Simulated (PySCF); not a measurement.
Species: C2H9BiSi.
Cartesian coordinates in Å at the PBE0-D3(BJ)/def2-SVP level; atoms count from 1:
```
atom  x, y, z in Å
C1     2.135   -0.205    0.564
Bi2    0.661    1.499    0.861
C3    -0.825    0.639   -0.662
Si4   -1.786   -0.819    0.007
H5     1.790   -1.074    1.141
H6     3.125    0.106    0.926
H7     2.192   -0.463   -0.501
H8     1.462    2.502   -0.405
H9    -1.504    1.461   -0.938
H10   -0.243    0.360   -1.554
H11   -0.857   -1.920    0.415
H12   -2.567   -0.412    1.219
H13   -2.749   -1.377   -0.996
```

Method: PBE0-D3(BJ)/def2-SVP geometry optimisation, gas phase, def2 core potentials past Kr (PySCF 2.14.0).

(1) Which atoms are bound to Bi2, and at what distances?

(2) List the angles at Bi2.

(3) What is the shape at Bi2?

(4) What are the other bond lengths?

(5) Give some angles away from the centre.

(6) What are the rotational constants (commonest isotopes, rigid rotor)?

Results:

(1) 3 atoms: H8 1.804 Å, C1 2.273 Å, C3 2.295 Å. The nearest atom not counted as bound is H9, at 2.82 Å (others tie with it).

(2) 
| angle | degrees | distance of the outer atoms (Å) |
| --- | --- | --- |
| C1–Bi2–C3 | 93.0 | 3.31 |
| C1–Bi2–H8 | 92.1 | 2.95 |
| C3–Bi2–H8 | 91.7 | 2.96 |

(3) Pyramidal: angles 93.0°, 92.1° and 91.7°, sum 276.8°, 1.16 Å off the plane of its three neighbours. The Bi–C distances aren't all alike: 2.273 to 2.295 Å.

(4) C3–Si4 1.870 Å; C1–H5, C1–H6, C1–H7 1.098 Å; C3–H9, C3–H10 1.101 Å; Si4–H11, Si4–H12, Si4–H13 1.498 Å.

(5) Bi2–C3–Si4 112.8°.

(6) A = 4673, B = 1266, C = 1101 MHz: a near-prolate asymmetric top.

Point group: C1 (no symmetry element, even within 0.4 Å). Charge 0, singlet. Whether it is a minimum is left open (no frequencies).

One conformer stands for the species.
